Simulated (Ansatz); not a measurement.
The molecule LiO, multiplicity 2 (the spin of the measured ground state).

D_e counts from the fitted minimum to each atom's lowest state at the same level, without counterpoise.

Programs: Ansatz (Gaussian basis) for Hartree–Fock, density functionals and correlated methods. Each number belongs to the level named beside it.

Problem. One of these levels gives 348.0 kJ/mol for the bond energy D_e. Which?
(A) SVWN5/def2-TZVPP
(B) BHLYP/def2-TZVPP
(C) r2SCAN/def2-TZVPP

Solution. C, r2SCAN/def2-TZVPP. The others give 408.9 (SVWN5/def2-TZVPP), 321.2 (BHLYP/def2-TZVPP)

Ansatz is an electronic-structure program.
